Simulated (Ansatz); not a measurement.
Computed with Ansatz.

A structure relaxed at PBE0-D4/def2-TZVP, charge 0, multiplicity 1:

Cartesian coordinates in Å:
```
C 1.527 0.886 1.031
C 0.425 0.160 1.207
C -0.455 -0.306 0.142
C -1.541 -1.032 0.436
Si -0.091 0.096 -1.652
H 2.137 1.199 1.870
H 1.862 1.196 0.046
H 0.136 -0.122 2.219
H -2.218 -1.395 -0.330
H -1.788 -1.288 1.464
H -1.161 -0.506 -2.487
H -0.059 1.566 -1.877
H 1.227 -0.454 -2.068
```

(1) Give its formula and SMILES.

(2) Point group (tolerance 0.08 Å, 0.16 Å for H)?

(3) Summarise the bond lengths by kind.

Results:

(1) C4H8Si, `C=CC(=C)[SiH3]`.

(2) Cs.

(3) 3 × C–C 1.332 to 1.458 Å; 5 × C–H 1.083 to 1.090 Å; 1 × C–Si 1.874 Å; 3 × H–Si 1.485 to 1.488 Å.
